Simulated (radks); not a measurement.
Method: non-relativistic Kohn-Sham, PBEsol, spin-polarised, spherical densities, point nucleus; open shells are filled with parallel spins first; computed with a radial shooting solver on a logarithmic mesh with Libxc functionals. Each species is in its NIST ground configuration. Rank Mn, Ni, Sc, Cu, V, Fe, Ti, Cr, Zn, Co by radius at which the density is 0.001 e/bohr^3 (bohr), largest first.

Answer. Sc 4.98, Ti 4.86, V 4.75, Mn 4.57, Fe 4.48, Cr 4.40, Co 4.40, Ni 4.33, Zn 4.21, Cu 4.10.
